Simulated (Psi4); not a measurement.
Noncovalent pair: GeH4 (SMILES [GeH4]) (first 5 atoms) with CH4S (SMILES CS); geometry from B3LYP-D3(BJ)/def2-TZVP, rigid monomers moved along the line of their centres of mass till Ge1···S7 is 6.71 Å.
(charge 0, multiplicity 1):
| atom | x (Å) | y (Å) | z (Å) |
|---|---|---|---|
| Ge | 0.0000 | 0.1343 | 0.1620 |
| H | -1.5239 | 0.2853 | 0.2258 |
| H | 0.4184 | -1.2362 | 0.7158 |
| H | 0.6810 | 1.2449 | 0.9731 |
| H | 0.4596 | 0.2324 | -1.3049 |
| C | 0.9235 | -0.6266 | 6.9630 |
| S | -0.8875 | -0.5543 | 6.7800 |
| H | 1.3935 | -1.0259 | 6.0666 |
| H | 1.2544 | 0.4007 | 7.1044 |
| H | 1.2088 | -1.2123 | 7.8342 |
| H | -1.0887 | -1.8688 | 6.5940 |

Computed with SAPT0/aug-cc-pVDZ (Psi4).

Q: Which attractive term is largest, and how does the interaction split up?

A: electrostatics -0.04, exchange 0.00, induction 0.00, dispersion -0.08, total -0.12 kcal/mol; the largest attraction is dispersion.
